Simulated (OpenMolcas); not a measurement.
**Pb2+: effect of the active space**

```yaml
Program: OpenMolcas 26.06
Method: CASSCF
Basis: ANO-RCC-VDZP
Scalar_Hamiltonian: DKH2, point nucleus
Spin-orbit_coupling: RASSI with atomic mean-field integrals over the reference wave functions, term energies averaged over their components
```

A. 2 electrons in 4 orbitals (6s 6p); 2S+1 = 3 even, 3 roots; 2S+1 = 1 even, 7 roots; 2S+1 = 3 odd, 3 roots; 2S+1 = 1 odd, 3 roots; cost of the order of 13 core-seconds
B. 2 electrons in 8 orbitals (6s 6p 7s 7p); 2S+1 = 1 even, 6 roots; 2S+1 = 3 even, 3 roots kept (CI in the orbitals of an earlier block); 2S+1 = 1 odd, 3 roots; 2S+1 = 3 odd, 3 roots kept (CI in the orbitals of an earlier block); cost about 10 core-seconds

Energies in cm-1 above 6s2 1S0, the measured ground level; measured values from Moore, Atomic Energy Levels, vol. III, NSRDS-NBS 35 (1971 reprint of NBS Circular 467, 1958).

```csv
Level,A,B,Measured
6s2 1S0,0.0,0.0,0.0
6s 6p 3P* 0,54742,55903,60397
6s 6p 3P* 1,59471,60637,64391
6s 6p 3P* 2,73037,74284,
6s 6p 1P* 1,97967,99131,95340
```

Deviations, from unrounded energies. A percentage is the sum of absolute deviations over the sum of measured energies, with the sign that they share, or ± where signs differ.

```
           Against measurement  Levels     A     B
mean absolute deviation (cm-1)       3  4400  4000
      other configurations (%)       3  ±6.0  ±5.5
```

B lies closest to measurement on these levels. The largest miss of B in the table is 6s 6p 3P* 0, by -4500 cm-1. The ranking rests on the paired levels alone, and a cruder setting can come out closer through cancelling errors.

Between A and B the level of the table that moves most is 6s 6p 3P* 2, by 1200 cm-1 (lowest in A, highest in B).

Spin-orbit splittings of 6p shells tend to come out small when the coupling is added on scalar orbitals. Terms from blocks run as CI alone lack orbitals of their own (holds for B). Active for correlation alone: 7p 7s; no level in the range computed is led by a configuration that fills them, so any true level of that kind is missing (holds for B). Measured partners are found by configuration, term and J. A level has none where our copy of the source lacks it or the pairing is in doubt (some pairs that miss far off the trend of their configuration count as doubtful), and it then counts in no deviation. Levels of configurations outside the active space are missing. Levels that lie high or do not pair safely by name in every column are left out.

* marks odd parity.
